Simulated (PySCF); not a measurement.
## Two-dimensional NMR puzzle

Compound of formula C$_{4}$H$_{8}$F$_{2}$OSi$_{2}$. Correlations simulated from computed shifts and the bond graph:

HSQC (one-bond C–H):
```csv
δH,δC
6.67,157.5
6.28,125.9
5.30,110.1
```

COSY cross peaks (H two or three bonds apart, from the bond graph; peaks can be absent where the dihedral angle is near 90°):
```csv
δH,δH
6.67,5.30
5.34,5.20
```

HMBC (two and three bonds, from the bond graph):
```csv
δH,δC
6.67,"110.1, 34.2"
6.28,"110.1, 34.2"
5.34,"157.5, 125.9, 110.1, 34.2"
5.30,"157.5, 125.9, 34.2"
5.20,"157.5, 125.9, 110.1, 34.2"
4.09,"125.9, 110.1, 34.2"
```

Carbons without hydrogens: δ 34.2.

PySCF 2.14 calculation with GFN2-xTB geometry and shieldings: GIAO PBE0/pcSseg-1; single conformer, gas phase, non-relativistic Hamiltonian, averaged over atoms made equivalent by symmetry, fast rotation or ring inversion.

Referencing at the same level of theory: TMS for ¹H (σref 31.72) and ¹³C (σref 186.93).

Exchangeable hydrogens are left out of these lists.

Which molecule is this?

## Answers

`[C@]1(C(F)F)([SiH3])C=CO[SiH2]1`.

Structure with atom numbers: `[F:1][CH:2]([F:3])[C@@:4]1([SiH3:5])[CH:6]=[CH:7][O:8][SiH2:9]1` (H(Xn): hydrogen on atom n). Ha(Si9) is pro-R; Hb(Si9) is pro-S.

- δC 157.5 is C7, an alkene carbon bearing oxygen (δH 6.67).
- δC 125.9 is C2, an sp3 CH bonded to 2 F (δH 6.28).
- δC 110.1 is C6, a β carbon of an enol-ether or enamine type C=C (δH 5.30).
- δC 34.2 is C4, an allylic fully substituted sp3 carbon bonded to 2 Si.
- HMBC from δH 6.67 reaches the proton-free carbon C4.
- HMBC from δH 6.28 reaches the proton-free carbon C4.
- HMBC from δH 5.34 reaches the proton-free carbon C4.
- HMBC from δH 5.30 reaches the proton-free carbon C4.
- COSY links 6.67–5.30, 5.34–5.20.

This is the structure that produced the data.

Shifts are as computed. Against solution values, carbons near 30 ppm lie about +3 ppm off and those near 130 ppm about +5 ppm. Of 1211 compounds with measured shifts, 218 miss one by over three times the rms of a fit or turn the order of signals round; such compounds aren't used in these exercises.
